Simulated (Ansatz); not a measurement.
One change: `[CH3][Nb](=[O])([F])[Cl]` becomes `[CH3][V](=[O])([F])[Cl]`.

Ansatz, PBE0-D4/def2-TZVP geometries, multiplicity 1. 

Elements past krypton have def2 core potentials. Scalar relativity is left out up to krypton.

| property | `[CH3][Nb](=[O])([F])[Cl]` |
| --- | --- |
| HOMO energy (B3LYP/def2-TZVPP) / eV | -8.76 |
| HOMO–LUMO gap (B3LYP/def2-TZVPP) / eV | 5.90 |
| size of the dipole moment (PBE/def2-TZVPP) / D | 2.04 |
| LUMO energy (PBE/def2-TZVPP) / eV | -3.46 |
| HOMO–LUMO gap (PBE0/def2-TZVPP) / eV | 6.38 |
| size of the dipole moment (ωB97M-V/def2-TZVPP) / D | 2.15 |

(1) What does the change do to each property? (Estimate.)

## Answers

(1) Ansatz gave: 
```json
{"property": "HOMO energy (B3LYP/def2-TZVPP) / eV", "`[CH3][V](=[O])([F])[Cl]`": "-9.11", "shift": "-0.35"}
{"property": "HOMO–LUMO gap (B3LYP/def2-TZVPP) / eV", "`[CH3][V](=[O])([F])[Cl]`": "5.21", "shift": "-0.69"}
{"property": "size of the dipole moment (PBE/def2-TZVPP) / D", "`[CH3][V](=[O])([F])[Cl]`": "1.81", "shift": "-0.23"}
{"property": "LUMO energy (PBE/def2-TZVPP) / eV", "`[CH3][V](=[O])([F])[Cl]`": "-4.65", "shift": "-1.19"}
{"property": "HOMO–LUMO gap (PBE0/def2-TZVPP) / eV", "`[CH3][V](=[O])([F])[Cl]`": "5.75", "shift": "-0.63"}
{"property": "size of the dipole moment (ωB97M-V/def2-TZVPP) / D", "`[CH3][V](=[O])([F])[Cl]`": "2.12", "shift": "-0.03"}
```

With PBE0 the HOMO falls by 0.37 eV and the LUMO falls by 1.00 eV, so the gap narrows by about 0.63 eV. PBE moves the HOMO by -0.24 eV and ωB97M-V by -0.41 eV. Dipoles are sizes alone; their direction can turn.

B3LYP here is the variant with VWN-RPA as its local correlation; programs differ in this.
